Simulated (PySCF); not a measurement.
Species: C4H9BO3.
SMILES with atom numbers: `[CH3:1][O:2][C@@H:3]1[CH2:4][O:5][B:6]([CH3:7])[O:8]1`

Structure used (PBE0-D3(BJ)/def2-SVP), in Å, numbered top down from 1:
```
atom  x, y, z in Å
C1    -2.3741    1.0222    0.6294
O2    -1.6444   -0.1753    0.6782
C3    -0.8283   -0.3826   -0.4143
C4    -0.1265   -1.7395   -0.2631
O5     1.2322   -1.4370   -0.0251
B6     1.4022   -0.0867   -0.1489
C7     2.7660    0.6435    0.0479
O8     0.2263    0.5570   -0.4613
H9    -1.7108    1.9029    0.6355
H10   -3.0085    1.0697   -0.2767
H11   -3.0207    1.0506    1.5159
H12   -1.4114   -0.2808   -1.3515
H13   -0.2180   -2.3584   -1.1697
H14   -0.5581   -2.2850    0.5891
H15    2.8310    1.5542   -0.5647
H16    3.6166   -0.0137   -0.1826
H17    2.8664    0.9527    1.1019
```

NICS is the negative of the GIAO shielding at a point without a nucleus: at the ring centre (0) and 1 Å above and below it (1); zz is the component along the ring normal. Level: GIAO KT3/pcSseg-1 (PySCF, non-relativistic, gas phase) on the PBE0-D3(BJ)/def2-SVP geometry, one conformer.

Ring bond lengths (Å): C3–C4 1.535, C4–O5 1.412, O5–B6 1.367, B6–O8 1.377, O8–C3 1.413.

Give the NICS values of each ring in ppm.

| ring | type | NICS(0) | NICS(1), two faces | NICS(1)zz, two faces | rms pucker (Å) | centre to ring atoms, mean (Å) |
| --- | --- | --- | --- | --- | --- | --- |
| C3–C4–O5–B6–O8 | 5-membered ring with B and 2 O; formal bonds all single | -5.5 | -3.0 / -2.7 | -6.1 / -3.3 | 0.04 | 1.21 |

What do they say, and how far can they be read as aromaticity?

- C3–C4–O5–B6–O8: mean NICS(1)zz -4.7 ppm, shielded. C3, C4 have four or more neighbours; no verdict on aromaticity is drawn.

What are the shieldings of the ring atoms and their hydrogens in the same run (means over atoms taken as equivalent)?

| atoms | environment | σ isotropic (ppm) | principal values of the symmetric part, first atom (ppm) |
| --- | --- | --- | --- |
| C3 | sp3 carbon bearing two oxygens | 78.4 | 53.3, 80.1, 101.8 |
| C4 | sp3 carbon bound to oxygen | 108.3 | 79.6, 100.4, 145.0 |
| O5 | boron-bound oxygen | 191.1 | 65.5, 236.6, 271.1 |
| B6 | three-coordinate boron | 69.9 | 48.8, 77.2, 83.6 |
| O8 | boron-bound oxygen | 147.6 | 41.8, 164.1, 236.9 |
| H12 | methine hydrogen | 26.12 | 23.1, 25.4, 29.8 |
| H13 | methylene hydrogen | 27.17 | 23.2, 26.2, 32.1 |
| H14 | methylene hydrogen | 27.41 | 23.7, 27.2, 31.3 |

How do the values depend on the level or the medium?

```tsv
level	NICS(0), C3–C4–O5–B6–O8	mean NICS(1)zz, C3–C4–O5–B6–O8
KT3/pcSseg-1, gas	-5.5	-4.7
PBE0/pcSseg-1, gas	-5.4	-4.5
PBE0/pcSseg-1, IEF-PCM acetone	-5.4	-4.5
PBE0/pcSseg-1, IEF-PCM chloroform	-5.4	-4.5
```

The geometry is the same throughout; the continuum's cavity takes Bondi-type radii × 1.2.

Time: 52 s wall; peak memory 0.89 GiB. Hardware: Arm Neoverse N1, one thread, shared host. This is the whole shielding run at KT3/pcSseg-1, SCF included.
